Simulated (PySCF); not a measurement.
B(PH2)3 (BH6P3), SMILES B(P)(P)P. Geometry optimised at PBE-D3(BJ)/def2-SVP. The values are those of a single conformer.

Level of theory: PBE-D3(BJ)/def2-SVP (PySCF).

Harmonic wavenumbers (cm⁻¹): 158, 163, 180, 225, 227, 274, 376, 499, 564, 623, 673, 684, 694, 914, 921, 1048, 1058, 1075, 2333, 2335, 2341, 2356, 2362, 2362. Rotational constants (GHz): 2.677, 2.621, 1.358; symmetry number 1.

Problem. Work out the zero-point energy and the ideal-gas rigid-rotor harmonic-oscillator thermochemistry at 298.15 K and 1 atm.

Solution. ZPE = ½ Σ hcν = ½ × 24445 cm⁻¹ = 34.95 kcal/mol. H − E(el) = 40.31 kcal/mol. Entropy in cal/(mol K): translation 40.00, rotation 27.91, vibration 16.92, total 84.83. G − E(el) = 15.02 kcal/mol. Cp = 28.29 cal/(mol K).
